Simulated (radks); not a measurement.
Task: Hg I, configuration [Xe] 4f14 5d10 6s1 5f1 (not the ground configuration). Method: scalar-relativistic Kohn-Sham, AM05, spin-unpolarised, spherical densities, point nucleus; computed with a radial shooting solver on a logarithmic mesh with Libxc functionals. Some entries of the table are withheld. Estimate them.

| orbital | occ. | eigenvalue (eV) | r(max) (bohr) |
|---|---|---|---|
| 1s | 2 | -83133.27 | 0.01022 |
| 2s | 2 | -14741.19 | (1) |
| 2p | 6 | -12714.05 | 0.04907 |
| 3s | 2 | -3503.315 | 0.1668 |
| 3p | 6 | (2) | 0.1665 |
| 3d | 10 | -2301.934 | 0.1355 |
| 4s | 2 | -775.2939 | 0.3758 |
| 4p | 6 | -583.3448 | 0.3960 |
| 4d | 10 | -355.8183 | 0.4029 |
| 5s | 2 | -125.6525 | 0.8270 |
| 4f | 14 | -103.3869 | 0.3660 |
| 5p | 6 | -73.9492 | 0.9278 |
| 5d | 10 | -17.1654 | 1.163 |
| 6s | 1 | -13.0238 | 2.133 |
| 5f | 1 | -0.4419 | 17.15 |

Result: 
(1) 2s r(max) (bohr): 0.05916
(2) 3p eigenvalue (eV): -2917.846
